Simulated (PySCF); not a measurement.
Species: C2H8OSi2.
Numbering: `[CH2:1]1[CH2:2][SiH2:3][O:4][SiH2:5]1` (hydrogens: H6, H7 on C1; H8, H9 on C2; H10, H11 on Si3; H12, H13 on Si5)

Method: PBE0-D3(BJ)/def2-SVP geometry optimisation, gas phase in PySCF 2.14.0; density fitting, grid level 1; the optimiser is geomeTRIC in internal coordinates, started from a GFN2-xTB structure with every atom displaced at random (about 0.01 Å).

Step 0: E = -19989.3793 eV
```
atom  x, y, z in Å  |  force x, y, z in eV/Å
C1     -1.1621   -0.3712    0.1062   -0.902   1.015  -0.484
C2      0.0398   -1.2190   -0.2229    0.649  -0.229   0.018
Si3     1.5819   -0.1987    0.2033    0.132  -0.909   0.315
O4      0.9778    1.3043    0.1117   -0.587   1.699  -0.187
Si5    -0.6712    1.4738   -0.1261    0.484  -0.732   0.470
H6     -2.0431   -0.6401   -0.5048    0.038  -0.026   0.083
H7     -1.4602   -0.5118    1.1434   -0.139   0.024   0.504
H8      0.0698   -1.4277   -1.2960    0.068  -0.174  -0.301
H9     -0.0188   -2.1719    0.3064    0.128  -0.401   0.006
H10     2.6515   -0.2562   -0.7854    0.623  -0.413  -0.344
H11     2.0652   -0.3777    1.5907    0.240  -0.337   0.199
H12    -1.1397    2.3722    0.9413   -0.436   0.277   0.094
H13    -0.8851    2.0072   -1.4780   -0.299   0.205  -0.372
```

Q: Estimate the geometry and energy of step 1. (The exact step hangs on the optimiser's Hessian estimate; all steps are aligned on step 0, rigid shifts and turns removed.)

A: E = -19989.5539 eV, largest force 0.474 eV/Å
```
atom  x, y, z in Å  |  force x, y, z in eV/Å
C1     -1.1719   -0.3275    0.1134    0.194   0.018   0.097
C2      0.0625   -1.1979   -0.2311   -0.083   0.080   0.005
Si3     1.6143   -0.1977    0.2127   -0.034   0.042  -0.082
O4      0.9957    1.3760    0.0981    0.255  -0.300   0.096
Si5    -0.6628    1.4917   -0.1108   -0.429  -0.073  -0.190
H6     -2.0542   -0.6147   -0.4759   -0.070   0.016  -0.049
H7     -1.4499   -0.4646    1.1737    0.024   0.004  -0.020
H8      0.0917   -1.4003   -1.3162    0.019   0.015   0.017
H9      0.0241   -2.1786    0.2681    0.025  -0.032  -0.006
H10     2.7515   -0.4279   -0.7348   -0.118   0.143  -0.004
H11     2.1385   -0.4980    1.5824   -0.108   0.143   0.017
H12    -1.3214    2.3968    0.8780    0.168  -0.006   0.087
H13    -1.0124    2.0259   -1.4680    0.157  -0.050   0.032
```

The energy changes by -0.1746 eV. The first-order estimate −F·Δx gives -0.4954 eV and the mean of the old and new forces, exact on a quadratic surface, -0.1749 eV. The step makes an angle of 65° with the force vector and moves no atom by more than 0.205 Å.

The cost below is that of the whole optimisation. Time: 47 s of wall time; peak memory 0.50 GiB. Hardware: Arm Neoverse V1, one thread (shared host).
